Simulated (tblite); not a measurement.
Species: C2H10O2SSi3.
SMILES with atom numbers: `[CH3:1][S:2][C@@H:3]1[SiH2:4][O:5][Si@@H:6]1[O:7][SiH3:8]` (hydrogens: H9, H10, H11 on C1; H12 on C3; H13, H14 on Si4; H15 on Si6; H16, H17, H18 on Si8)

Computed with GFN2-xTB (tblite), gas phase: L-BFGS steps from a force-field or distance-geometry start until the largest atomic force falls under 0.01 eV/Å.

Step 17: E = -710.3688 eV
```
atom  x, y, z in Å  |  force x, y, z in eV/Å
C1     -3.1661    1.3914    0.0618    0.083  -0.041   0.045
S2     -2.1791    0.1443    0.9635   -0.030   0.091   0.070
C3     -1.1047   -0.4041   -0.3901    0.177  -0.095  -0.057
Si4    -0.2640   -2.1413   -0.4434    0.050  -0.143   0.060
O5      0.9861   -1.4004   -1.2352   -0.142   0.076   0.079
Si6     0.6669    0.1931   -0.8650    0.130  -0.086  -0.213
O7      1.7535    0.6194    0.2397   -0.003   0.105   0.059
Si8     3.3840    0.4688    0.1391   -0.080  -0.008  -0.005
H9     -3.8802    0.9094   -0.6057    0.123  -0.026   0.042
H10    -2.4733    2.0169   -0.4943   -0.070   0.066  -0.017
H11    -3.7027    1.9818    0.7984    0.057  -0.032   0.011
H12    -1.7152   -0.2699   -1.2790   -0.049  -0.095  -0.151
H13     0.1135   -2.6091    0.8866   -0.012   0.036  -0.050
H14    -0.6714   -3.2075   -1.3388   -0.177   0.044  -0.031
H15     0.8940    0.9778   -2.0668   -0.169   0.027  -0.036
H16     3.7691    0.8195    1.4897    0.042   0.088   0.172
H17     3.7741   -0.8828   -0.2327    0.005  -0.083   0.006
H18     3.8067    1.3990   -0.9044    0.065   0.075   0.016
```

Step 18: E = -710.3789 eV
```
atom  x, y, z in Å  |  force x, y, z in eV/Å
C1     -3.1625    1.3922    0.0623    0.091  -0.053   0.071
S2     -2.1746    0.1517    0.9701   -0.001   0.045   0.015
C3     -1.1064   -0.4094   -0.3858    0.181  -0.035  -0.102
Si4    -0.2640   -2.1435   -0.4443    0.003  -0.110   0.076
O5      0.9832   -1.4026   -1.2351   -0.101   0.067   0.017
Si6     0.6603    0.1911   -0.8743    0.155  -0.054  -0.177
O7      1.7480    0.6187    0.2293    0.041   0.148   0.068
Si8     3.3801    0.4762    0.1491    0.022  -0.032  -0.085
H9     -3.8741    0.9026   -0.6021    0.133  -0.002   0.020
H10    -2.4681    2.0194   -0.4895   -0.090   0.058  -0.045
H11    -3.7021    1.9812    0.7970    0.041  -0.015   0.023
H12    -1.7090   -0.2797   -1.2822   -0.100  -0.086  -0.079
H13     0.1117   -2.6118    0.8805    0.020  -0.001   0.036
H14    -0.6834   -3.1988   -1.3408   -0.191  -0.017  -0.078
H15     0.8763    0.9744   -2.0805   -0.158   0.008  -0.006
H16     3.7682    0.8239    1.5044   -0.017   0.071   0.082
H17     3.7793   -0.8751   -0.2316   -0.026  -0.028   0.051
H18     3.8282    1.3956   -0.9028   -0.004   0.036   0.114
```

Problem. Estimate the geometry and energy of step 19. (The exact step hangs on the optimiser's Hessian estimate; all steps are aligned on step 18, rigid shifts and turns removed.)

Solution. E = -710.3870 eV, largest force 0.217 eV/Å
```
atom  x, y, z in Å  |  force x, y, z in eV/Å
C1     -3.1580    1.3921    0.0640    0.078  -0.031   0.065
S2     -2.1688    0.1583    0.9736    0.069  -0.022  -0.049
C3     -1.1041   -0.4142   -0.3869    0.110   0.031  -0.106
Si4    -0.2630   -2.1471   -0.4434   -0.056  -0.057   0.047
O5      0.9806   -1.4041   -1.2357   -0.022   0.003  -0.040
Si6     0.6597    0.1882   -0.8833    0.128   0.001  -0.076
O7      1.7424    0.6201    0.2262    0.065   0.150   0.021
Si8     3.3756    0.4814    0.1564    0.102  -0.034  -0.082
H9     -3.8670    0.8975   -0.5985    0.122   0.002  -0.001
H10    -2.4669    2.0231   -0.4872   -0.084   0.053  -0.060
H11    -3.7004    1.9800    0.7970    0.028  -0.007   0.036
H12    -1.7044   -0.2903   -1.2886   -0.104  -0.075   0.012
H13     0.1103   -2.6127    0.8776    0.054  -0.039   0.111
H14    -0.6973   -3.1916   -1.3426   -0.186  -0.052  -0.098
H15     0.8598    0.9737   -2.0895   -0.128   0.009  -0.013
H16     3.7707    0.8286    1.5158   -0.073   0.045  -0.024
H17     3.7803   -0.8698   -0.2308   -0.049   0.011   0.083
H18     3.8418    1.3932   -0.9004   -0.054   0.013   0.174
```

The energy changes by -0.0082 eV. The first-order estimate −F·Δx gives -0.0112 eV and the mean of the old and new forces, exact on a quadratic surface, -0.0081 eV. The step makes an angle of 62° with the force vector and moves no atom by more than 0.019 Å.

What follows is the cost of the whole relaxation. Hardware: one thread of an Arm Neoverse V2, no GPU, on a shared host. Cost: 1.6 s.
